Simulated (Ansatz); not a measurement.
Ansatz (a quantum-chemistry and plane-wave program) input (BLYP/6-31G* with LANL2DZ past Ar): The .json file joins the Basis Set Exchange's 6-31G* for atoms up to Ar and LANL2DZ past it.

Ansatz 0.2 input:
```yaml
crystal:
  periodic: [false, false, false]
  atoms:
    - {symbol: Se, position_ang: [-0.00000000, -0.00000000, -0.04214025]}
    - {symbol: H, position_ang: [0.00000000, 0.00000000, 1.43276842]}
basis:
  gaussian:
    orbitals: 6-31Gs+LANL2DZ.json
hamiltonian:
  xc: {name: BLYP}
magnetization: {spin_polarized: true, initial_magnetization: 1}
output: {forces: true}
```

Question: Predict the final energy.

Answer: -9.74858 Eh.
